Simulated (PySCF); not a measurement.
# Interval between two levels of Ni⁺ by level of theory

Ni⁺ [Ar] 3d9 [2D5/2, M_J = 5/2] → Ni⁺ [Ar] 3d8 4p1 [4G11/2, M_J = 11/2], as a difference of total energies. All numbers are calculated (PySCF 2.14, the two-component X2C-1e Hamiltonian, in x2c-SVPall-2c with one added diffuse shell each of s, d type (6s5p4d1f, 48 functions)). Correlated levels: [Ne] frozen; the 6 highest virtual spinors dropped. "Screened" scales the spin-orbit matrix elements by Boettger's factors to mimic the two-electron term; Breit and QED terms are absent.

```csv
method,interval between two levels (cm⁻¹)
GHF (spin-free),38391
GMP2 (spin-free),58592
GHF (screened spin-orbit),38276
GMP2 (screened spin-orbit),58484
```

Errors of the correlated levels include the incompleteness of this basis and the frozen core.

The labels give the starting determinants; with spin-orbit coupling the two ends relaxed to ⟨J²⟩ = 8.76, ⟨L²⟩ = 6.01, ⟨S²⟩ = 0.75 and ⟨J²⟩ = 35.76, ⟨L²⟩ = 20.02, ⟨S²⟩ = 3.75.

For comparison: 53496 cm⁻¹ (measured; NIST Handbook of Basic Atomic Spectroscopic Data (Sansonetti and Martin, J. Phys. Chem. Ref. Data 34, 1559 (2005))).
